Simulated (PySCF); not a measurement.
H$_{3}$NSeZn, singlet, at a GFN2-xTB geometry (such geometries of metal compounds can be far from the true shape).

The PySCF input:
```python
from pyscf import gto, scf, mcscf, mrpt
import numpy

mol = gto.M(
    atom='''
Zn    0.047278    0.417119   -0.799862
N    -0.195318    2.087081   -1.522560
H    -0.936625    2.197537   -2.202374
H     0.611706    2.539170   -1.932698
Se   -0.002850   -0.873718    1.123212
H     0.370706   -2.153441    0.599645
''',
    basis='sto-3g',
    charge=0,
    spin=0,
    verbose=4,
)

mf = scf.RHF(mol)
mf.kernel()
mc = mcscf.CASCI(mf, 4, 6)
mc.fix_spin_(ss=0.0)
mc.kernel()
occ = numpy.linalg.eigvalsh(mc.fcisolver.make_rdm1(mc.ci, mc.ncas, mc.nelecas))[::-1]
ss = mc.fcisolver.spin_square(mc.ci, mc.ncas, mc.nelecas)[0]
print('natural occupations', occ.round(4), ' <S^2>', round(ss, 4))
e2 = mrpt.NEVPT(mc).kernel()
print('E(NEVPT2) = %.10f' % (mc.e_tot + e2))
```

### Question
What does this run give for the NEVPT2 correction, total energy, SCF-reference HOMO energy, natural occupations of the active orbitals, SCF-reference dipole moment, SCF-reference HOMO-LUMO gap?

### Answer

* **NEVPT2 correction**: -0.1336 Eh
* **total energy**: -4186.484088 Ha
* **SCF-reference HOMO energy**: -4.74 eV
* **natural occupations of the active orbitals**: 2.00, 2.00, 1.97, 0.03
* **SCF-reference dipole moment**: 2.35 D
* **SCF-reference HOMO-LUMO gap**: 10.05 eV
